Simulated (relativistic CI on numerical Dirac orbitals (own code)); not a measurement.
# Slater and spin-orbit integrals, Si⁺

Method of calculation: Dirac-Coulomb-Breit CI, KLI orbitals optimised for each configuration, a model potential for QED, valence Slater integrals scaled by 0.85, P86 correlation energy added to each configuration (own radial code, finite nucleus).

Slater integrals F^k, G^k are unscaled and averaged over j, outside the closed core [Ne]; ζ comes from projecting the Hamiltonian with its Breit term on Σ l·s of the shell.

- 3s2 3p: ζ(3p) = 191.87 cm⁻¹; <r>(3p) = 2.491, <r^2>(3p) = 7.248 (bohr units).
- 3s 3p2: F^2(3p,3p) = 41125, G^1(3s,3p) = 57298, ζ(3p) = 194.25 cm⁻¹; <r>(3s) = 2.058, <r^2>(3s) = 4.886, <r>(3p) = 2.453, <r^2>(3p) = 7.031 (bohr units).
- 3s2 3d: ζ(3d) = -1.3324 cm⁻¹; <r>(3d) = 4.14, <r^2>(3d) = 20.49 (bohr units).

In this model ζ of a weakly bound d, f or g electron outside closed shells comes out too small, for d by up to a factor of two or three and at times with the wrong sign; that of an outer p electron is too small as well.

For a near-neutral ion this model can misplace configurations by up to about 10,000 cm⁻¹ (more where the count of f electrons changes) and terms by 10 to 25 % of their spread. Rates follow the energies as ν³ (E1, M1) or ν⁵ (E2), so they and the lifetimes can be off by large factors. The fine structure of a lone outer electron comes out too small, for d and f at times inverted, and misplaced configurations move strength between like terms. 48 of the 48 excited levels that our extract of the measured tables holds in this range could be paired (the sources list more); they are missed by 3728 cm⁻¹ on average and 9096 at most, and levels without a partner can miss by more.

Averages of the first 10 configurations, taken without configuration mixing, which lowers the lowest level and can move excited configurations by several eV; other configurations of the list can lie among them:

```json
{"Configuration": "3s2 3p", "Parity": "odd", "States": "6", "Average energy above the lowest level (eV)": "0.8"}
{"Configuration": "3s 3p2", "Parity": "even", "States": "30", "Average energy above the lowest level (eV)": "7.8"}
{"Configuration": "3s2 4s", "Parity": "even", "States": "2", "Average energy above the lowest level (eV)": "9.1"}
{"Configuration": "3s2 3d", "Parity": "even", "States": "10", "Average energy above the lowest level (eV)": "10.0"}
{"Configuration": "3s2 4p", "Parity": "odd", "States": "6", "Average energy above the lowest level (eV)": "11.0"}
{"Configuration": "3s2 5s", "Parity": "even", "States": "2", "Average energy above the lowest level (eV)": "13.1"}
{"Configuration": "3s2 4d", "Parity": "even", "States": "10", "Average energy above the lowest level (eV)": "13.3"}
{"Configuration": "3s2 4f", "Parity": "odd", "States": "14", "Average energy above the lowest level (eV)": "14.0"}
{"Configuration": "3s2 5p", "Parity": "odd", "States": "6", "Average energy above the lowest level (eV)": "13.8"}
{"Configuration": "3s 3p 3d", "Parity": "odd", "States": "120", "Average energy above the lowest level (eV)": "16.5"}
```
